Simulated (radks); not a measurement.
Valence configurations of P3+ (all share [Ne]). All-electron calculation, non-relativistic Kohn-Sham, PBE, spin-polarised, spherical densities, point nucleus; open shells are filled with parallel spins first. Program: a radial shooting solver on a logarithmic mesh with Libxc functionals. Energies are relative to 3s2; eigenvalues in eV for spin up.

valence,E (eV),moment (Bohr magnetons),e(3p),e(3s)
3s2,0.000,0,-,-45.504
3s1.5 3p0.5,4.612,1,-36.415,-46.618
3p2,18.635,2,-37.705,-
3s1 3p1,8.353,2,-37.222,-47.503
3s0.5 3p1.5,13.494,2,-37.466,-47.749

NIST lists [Ne] 3s2 as the ground configuration; this level of theory agrees among the configurations tried. The energies are those of spherical high-spin densities, not of single terms.
